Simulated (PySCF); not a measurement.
## Correlation energy of Xe³⁶⁺ (xenon, charge +36)

Starting occupation: [Ar]. Calculation: PySCF 2.14, in an even-tempered Gaussian basis (18 s from 2.4 bohr⁻², ratio 2.6; 14 p from 3.1 bohr⁻², ratio 2.6; 6 d from 3.2 bohr⁻², ratio 2.8; 3 f from 55 bohr⁻², ratio 2.8); X2C-1e with screened-nucleus spin-orbit coupling, Gaussian nucleus. Frozen: [Ne]; 8 electrons correlated; the 62 highest virtual spinors left out.

MP2 pair energies summed by pair of shells (mhartree):

| pair | energy | share (%) |
| --- | --- | --- |
| 3p3/2-3p3/2 | -167.65 | 40.9 |
| 3p1/2-3p3/2 | -152.38 | 37.2 |
| 3p1/2-3p1/2 | -40.16 | 9.8 |
| 3p3/2-3s1/2 | -22.91 | 5.6 |
| 3s1/2-3s1/2 | -14.27 | 3.5 |
| 3p1/2-3s1/2 | -12.08 | 2.9 |

Total MP2 correlation energy: -409.44 mhartree.

The virtual space was cut to 50 spinors, which keep -394.44 of the -409.44 mhartree of MP2 correlation.

| level | correlation energy (mhartree) |
| --- | --- |
| CCSD | -435.73 |
| (T) | -2.46 |
| CCSD(T) | -438.19 |

Diagnostics: T1 = 0.00031, largest double amplitude 0.041.

Task: Is a single reference adequate?

Result: Yes: T1 lies below 0.03 and no double amplitude reaches 0.07.

The coupled-cluster values are those of the cut space; adding the MP2 remainder, -15.00 mhartree, estimates the full space.

At this charge the one-electron X2C treatment keeps the bare 1/r₁₂, with no two-electron picture change or Breit term. The effect here is smaller than on the frozen 1s shell.
